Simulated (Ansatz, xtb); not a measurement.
Isomers of C3H7BrOSi in order of energy

3 gas-phase structures of C3H7BrOSi, from a drawn sample of its isomers (lower ones may exist). Each was relaxed with GFN2-xTB:

A. `[SiH3]C1(Br)COC1`, a singlet
B. `[SiH3][C@@H]1OC[C@H]1Br`, a singlet
C. `[SiH3][C@@H]1OC[C@@H]1Br`, a singlet

Problem. Make a reasoned guess at their ranking by r2SCAN-D4/def2-SVP single-point energy.

Solution. Calculated order at r2SCAN-D4/def2-SVP: A (0.0), C (7.1), B (7.8) kJ/mol. Less than 1 kcal/mol parts C and B, so the order within that pair means little.

Energies above the lowest of each column, in kJ/mol; the last columns are at B3LYP/def2-SVP geometries:

```tsv
structure	GFN2-xTB	HF/STO-3G	r2SCAN-D4/def2-SVP	B3LYP/def2-SVP	CCSD(T)/def2-SVP + ΔMP2/def2-TZVPP
A	4.4	6.1	0.0	0.0	0.0
C	0.0	5.6	7.1	3.1	10.4
B	4.3	0.0	7.8	1.9	9.4
```

CCSD(T)/def2-SVP + ΔMP2/def2-TZVPP puts A lowest; GFN2-xTB picks C, HF/STO-3G picks B. CCSD(T)/def2-SVP + ΔMP2/def2-TZVPP orders those it was run on as A (0.0), B (9.4), C (10.4) kJ/mol. Less than 1 kcal/mol parts B and C, so the order within that pair means little. ΔMP2 is the change of the MP2 energy from the smaller to the larger basis.

Programs: Ansatz 0.2.0, xtb 6.7.1.
